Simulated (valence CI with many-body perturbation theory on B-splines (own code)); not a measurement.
## E1 transitions of Ru⁵⁺

Computed by valence CI with perturbative core correlation (CI+MBPT): three valence electrons over a frozen Dirac-Fock core [Kr], a basis of 9 s, 9 p, 10 d, 8 f, 5 g, 3 h, 1 i functions for each j, with the one-electron correlation potential Σ1 (screened to all orders), the two-electron term Σ2, the three-electron term Σ3, Breit, model QED; selected single and double excitations, second order for the rest, scaled by the run's own slope (own B-spline code, finite nucleus).

No measured spectrum was set against this ion. As an estimate, terms of the open shell hold to 2 to 4 % of their energy, and close levels can change places; different configurations can be misplaced against each other by 1,000 to 8,000 cm⁻¹. Core correlation moves these levels by up to 17000 cm⁻¹, and in measured spectra 5 to 20 % of such shifts remained as error; rates that hang on mixing are uncertain with them.

Lines 1 to 50 of 267 in falling wavelength, among levels below 251950 cm⁻¹, chosen from the strongest by gf and those to the six lowest levels. Wavelengths and rates use the calculated energies, so an error of 2000 cm⁻¹ moves a line at 183.0 nm by 3.7 % and its rate by three times that or more. Electric multipoles are in the length gauge, E1 and E2 with the static RPA response of the core. Weak lines are less certain than strong ones. Lines between different terms over intervals too small for the method are left out, as are lines whose strength nearly cancels. Where a level lies close to another of its J and parity, the split of strength between their lines is uncertain. The highest levels of a list are the least certain.

Names give the largest LS component (configuration and term), which can be under half, so a name can repeat, a term be missing and a line seem to break the LS rules; names also repeat where a configuration has a term twice. Letters in brackets count levels of one name in rising energy.

| λ vac (nm) | Upper | Lower | A (s⁻¹) | S (a.u.) |
| --- | --- | --- | --- | --- |
| 183.0 | 4d²5p ²S°_1/2 | 4d²5s ²P_3/2 | 2.07e+08 | 1.25e+00 |
| 180.1 | 4d²5p ²D°_5/2 [a] | 4d²5s ²P_3/2 | 1.18e+08 | 2.04e+00 |
| 175.7 | 4d²5p ²S°_1/2 | 4d²5s ²P_1/2 | 2.03e+08 | 1.09e+00 |
| 169.2 | 4d²5p ⁴G°_5/2 | 4d²5s ²F_5/2 | 6.40e+07 | 9.18e-01 |
| 162.1 | 4d²5p ²G°_9/2 [a] | 4d²5s ²G_9/2 | 1.45e+08 | 3.04e+00 |
| 160.3 | 4d²5p ⁴G°_9/2 | 4d²5s ²F_7/2 | 6.24e+07 | 1.27e+00 |
| 159.9 | 4d²5p ⁴G°_7/2 | 4d²5s ²F_5/2 | 5.11e+07 | 8.25e-01 |
| 158.2 | 4d²5p ⁴F°_7/2 | 4d²5s ²F_7/2 | 6.36e+07 | 9.93e-01 |
| 156.4 | 4d²5p ⁴F°_5/2 | 4d²5s ²F_5/2 | 1.21e+08 | 1.38e+00 |
| 156.2 | 4d²5p ⁴D°_5/2 [a] | 4d²5s ⁴P_3/2 | 9.94e+07 | 1.12e+00 |
| 153.6 | 4d²5p ²F°_7/2 | 4d²5s ²F_7/2 | 2.28e+08 | 3.26e+00 |
| 152.0 | 4d²5p ²G°_7/2 [c] | 4d²5s ²G_7/2 | 3.62e+08 | 5.02e+00 |
| 151.9 | 4d²5p ²D°_5/2 [a] | 4d²5s ⁴P_5/2 | 9.03e+07 | 9.37e-01 |
| 151.7 | 4d²5p ²G°_7/2 [c] | 4d²5s ²G_9/2 | 1.31e+08 | 1.81e+00 |
| 150.1 | 4d²5p ²F°_5/2 [a] | 4d²5s ²F_5/2 | 2.58e+08 | 2.59e+00 |
| 150.1 | 4d²5p ²G°_7/2 [a] | 4d²5s ⁴P_5/2 | 6.48e+07 | 8.65e-01 |
| 149.4 | 4d²5p ²G°_7/2 [b] | 4d²5s ⁴P_5/2 | 1.21e+08 | 1.59e+00 |
| 148.7 | 4d²5p ²P°_3/2 | 4d²5s ²D_5/2 | 4.29e+08 | 2.78e+00 |
| 148.6 | 4d²5p ²D°_3/2 [a] | 4d²5s ²F_5/2 | 2.15e+08 | 1.39e+00 |
| 148.5 | 4d²5p ⁴G°_5/2 | 4d²5s ⁴F_5/2 | 2.14e+08 | 2.07e+00 |
| 147.8 | 4d²5p ²G°_9/2 [b] | 4d²5s ²G_7/2 | 6.56e+07 | 1.04e+00 |
| 147.5 | 4d²5p ²G°_9/2 [b] | 4d²5s ²G_9/2 | 6.28e+08 | 9.94e+00 |
| 147.1 | 4d²5p ²D°_5/2 [a] | 4d²5s ²F_7/2 | 4.41e+08 | 4.16e+00 |
| 146.7 | 4d²5p ⁴S°_3/2 | 4d²5s ⁴P_3/2 | 1.54e+08 | 9.59e-01 |
| 146.4 | 4d²5p ⁴S°_3/2 | 4d²5s ⁴P_5/2 | 6.43e+08 | 3.99e+00 |
| 145.9 | 4d²5p ⁴D°_3/2 [b] | 4d²5s ²D_5/2 | 2.20e+08 | 1.35e+00 |
| 145.8 | 4d²5p ⁴G°_5/2 | 4d²5s ⁴F_3/2 | 5.22e+08 | 4.79e+00 |
| 145.4 | 4d²5p ²G°_7/2 [a] | 4d²5s ²F_7/2 | 3.19e+08 | 3.87e+00 |
| 145.4 | 4d²5p ⁴G°_7/2 | 4d²5s ⁴F_7/2 | 3.11e+08 | 3.78e+00 |
| 145.3 | 4d²5p ⁴D°_7/2 [a] | 4d²5s ²G_7/2 | 1.96e+08 | 2.38e+00 |
| 144.8 | 4d²5p ²G°_7/2 [b] | 4d²5s ²F_7/2 | 7.72e+07 | 9.26e-01 |
| 144.0 | 4d²5p ⁴D°_3/2 [a] | 4d²5s ²F_5/2 | 2.30e+08 | 1.36e+00 |
| 144.0 | 4d²5p ²G°_7/2 [c] | 4d²5s ²D_5/2 | 6.63e+07 | 7.81e-01 |
| 142.9 | 4d²5p ⁴F°_3/2 | 4d²5s ⁴F_5/2 | 3.98e+08 | 2.29e+00 |
| 142.9 | 4d²5p ⁴G°_9/2 | 4d²5s ⁴F_9/2 | 3.96e+08 | 5.70e+00 |
| 142.7 | 4d²5p ²F°_5/2 [b] | 4d²5s ²D_3/2 | 3.68e+08 | 3.17e+00 |
| 142.7 | 4d²5p ⁴D°_5/2 [a] | 4d²5s ²F_5/2 | 1.69e+08 | 1.46e+00 |
| 142.5 | 4d²5p ⁴F°_5/2 | 4d²5s ⁴F_7/2 | 4.40e+08 | 3.77e+00 |
| 141.3 | 4d²5p ⁴G°_7/2 | 4d²5s ⁴F_5/2 | 4.86e+08 | 5.42e+00 |
| 141.2 | 4d²5p ⁴D°_5/2 [b] | 4d²5s ²D_5/2 | 1.26e+08 | 1.05e+00 |
| 141.2 | 4d²5p ⁴F°_7/2 | 4d²5s ⁴F_9/2 | 3.53e+08 | 3.92e+00 |
| 140.4 | 4d²5p ⁴F°_3/2 | 4d²5s ⁴F_3/2 | 3.92e+08 | 2.14e+00 |
| 140.1 | 4d²5p ⁴D°_7/2 [b] | 4d²5s ²G_7/2 | 1.03e+08 | 1.12e+00 |
| 139.6 | 4d²5p ²P°_3/2 | 4d²5s ⁴P_3/2 | 2.77e+08 | 1.49e+00 |
| 139.4 | 4d²5p ²D°_5/2 [a] | 4d²5s ²F_5/2 | 9.17e+07 | 7.35e-01 |
| 139.4 | 4d²5p ⁴D°_1/2 [b] | 4d²5s ⁴P_1/2 | 5.86e+08 | 1.56e+00 |
| 139.2 | 4d²5p ²G°_9/2 [a] | 4d²5s ²F_7/2 | 6.07e+08 | 8.08e+00 |
| 138.6 | 4d²5p ⁴F°_5/2 | 4d²5s ⁴F_5/2 | 2.33e+08 | 1.84e+00 |
| 138.4 | 4d²5p ²F°_5/2 [b] | 4d²5s ⁴P_3/2 | 1.01e+08 | 7.96e-01 |
| 138.1 | 4d²5p ²F°_5/2 [b] | 4d²5s ⁴P_5/2 | 1.41e+08 | 1.10e+00 |
